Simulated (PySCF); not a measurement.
C₉H₈O₂, SMILES C=Cc1ccc(C(=O)O)cc1 at its GFN2-xTB optimised geometry (Å):

```
19

C     -3.4727     1.1189     0.0000
C     -2.6783     0.0544     0.0000
C     -1.2211     0.0544     0.0000
C     -0.4591     1.2264     0.0000
C      0.9170     1.1711     0.0000
C      1.5750    -0.0590     0.0000
C      3.0504    -0.0719     0.0000
O      3.7479     0.9132    -0.0001
O      3.5764    -1.3096     0.0000
C      0.8276    -1.2349     0.0000
C     -0.5495    -1.1721     0.0000
H     -4.5442     1.0150     0.0000
H     -3.0990     2.1282     0.0000
H     -3.1264    -0.9320     0.0000
H     -0.9488     2.1873    -0.0001
H      1.5111     2.0725    -0.0001
H      4.5442    -1.2490     0.0000
H      1.3342    -2.1873     0.0000
H     -1.1243    -2.0875     0.0001
```

Level of theory: CAM-B3LYP/def2-SVP in PySCF.

Map of the HOMO−1 amplitude (bohr^(-3/2)) on the plane z = 0.6 Å; orbital energy -8.83 eV, overall sign arbitrary:

```
|55555555555555555555555555555|
|55555555555555555555555555555|
|55555555555555555555555555555|
|55555555555555555555555555555|
|55555555555555555555555555555|
|55555555555555555555555555555|
|55555555555555555555555555555|
|55555555555555555555555555555|
|55555555555555555555555555555|
|55555555555555555555555555555|
|55555555555567666655555555555|
|55555555555579999755544455555|
|55555554555579999755444455555|
|55555554455567677655444455555|
|55555554444444555555444555555|
|55555554444432333344555555555|
|55555555444320100344555555555|
|55555555544420101344555555555|
|55555555544433333344555555555|
|55555555554444444444555555555|
|55555555555444444445555555555|
|55555555555554444555555555555|
|55555555555555555555555555555|
|55555555555555555555555555555|
|55555555555555555555555555555|
|55555555555555555555555555555|
|55555555555555555555555555555|
|55555555555555555555555555555|
|55555555555555555555555555555|
```
Scale: ten equal steps from -0.139 (start of '0') to 0.135 (end of '9'), in the order '0123456789'; x runs from -7.00 to 7.00, y from -7.00 (bottom) to 7.00 (top).
